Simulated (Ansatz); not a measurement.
Gas-phase electronic energies from Ansatz, PBE0-D4/def2-TZVP geometries. CBS: MP2 limit from def2 TZ/QZ plus the TZ coupled-cluster correction, frozen cores. For Ge, Se outer-core shells are correlated without core-valence functions, which leaves a few kJ/mol of doubt a bond. Scalar relativity is left out up to krypton. One conformer a species, not always the lowest.

`[CH3][GeH]([F])[SeH]` → `[F][GeH]` + `C[SeH]`  (germylene formation by 1,1-elimination)

```
               species  HF/def2-SVP energy (Eh)
`[CH3][GeH]([F])[SeH]`              -4614.83084
            `[F][GeH]`              -2175.04162
              `C[SeH]`              -2439.70682
```

Task: Work out ΔE.

Result: ΔE = (-2175.04162) + (-2439.70682) − (-4614.83084) = 0.08240 Eh = +51.7 kcal/mol. CCSD(T)/CBS gives +55.2 kcal/mol.

Largest T1 diagnostic among the species: 0.014.

From r2SCAN to r2SCAN0 (25 % exact exchange), in def2-TZVPP and without D4, ΔE moves by +1.7 kcal/mol. Leaving LDA and LC-ωPBE aside and taking each functional with its dispersion term where it has one, the values, not all of them listed here, spread over 14.7 kcal/mol, from BLYP-D4 to PBE-QIDH. LDA lies +10.1 kcal/mol from PBE without D4. In def2-TZVPP, CCSD(T) changes the Hartree–Fock value by +5.8 kcal/mol (the triples alone add +0.8 kcal/mol) and MP2 by +9.9 kcal/mol.
